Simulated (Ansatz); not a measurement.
**Which method gave which barrier?**

Saddle point of SiH2BrClF2, singlet (SiHBrF₂ ([F][SiH]([F])[Br]) + HCl → SiHClF₂ ([F][SiH]([F])[Cl]) + HBr; bonds formed: Si1–Cl7, Br2–H6; bonds broken: Si1–Br2, H6–Cl7), PBE0-D4/def2-TZVP structure:

Si1  (-0.524, -0.048, -0.381)
Br2  (0.604, -1.463, 1.343)
F3  (-0.661, 0.995, -1.587)
F4  (-1.615, 0.463, 0.638)
H5  (-0.779, -1.283, -1.130)
H6  (1.546, 0.124, 1.003)
Cl7  (1.428, 1.211, 0.115)
(Å)

Program: Ansatz 0.2.0. Basis: def2-TZVPP, with def2-QZVPP for the basis limit. Cores are frozen in the correlated methods. Filled d shells of the heavier atoms are correlated. The def2 sets are not built for correlating such inner shells, so the correlated values are less sure here. Extrapolation: Hartree–Fock as exp(−7.88 √X), correlation as X^−2.97. Four methods, as single points on the PBE0-D4 structures, gave these electronic barriers from the start structure: 18.59, 30.80, 37.41, 52.16 kcal/mol.

Q: The methods were, in alphabetical order, CCSD(T), HF, PBE0-D4, SPW92. Which gave which? (Judge from chemistry; the calculation decides.)

A: The calculation gives: SPW92 18.59; PBE0-D4 30.80; CCSD(T) 37.41; HF 52.16 kcal/mol. For comparison, CCSD(T) at an estimated basis limit (MP2 extrapolated from triple and quadruple zeta, plus CCSD(T) − MP2 in triple zeta) gives 35.94 kcal/mol.

No T1 diagnostic of these runs exceeds 0.011.

Labels in which every atom is bracketed show which atoms are joined, not bond orders.

For scale, one of the runs: CCSD(T)/def2-TZVPP, 222 basis functions, launched by `ansatz run in.yaml --threads 8 --pin off --events-out ev --progress --plain --max-ram 19148MiB`. Hardware: 8 CPU threads of an Arm Neoverse V2, shared host. Wall time 86 s; peak host memory 3.7 GiB.
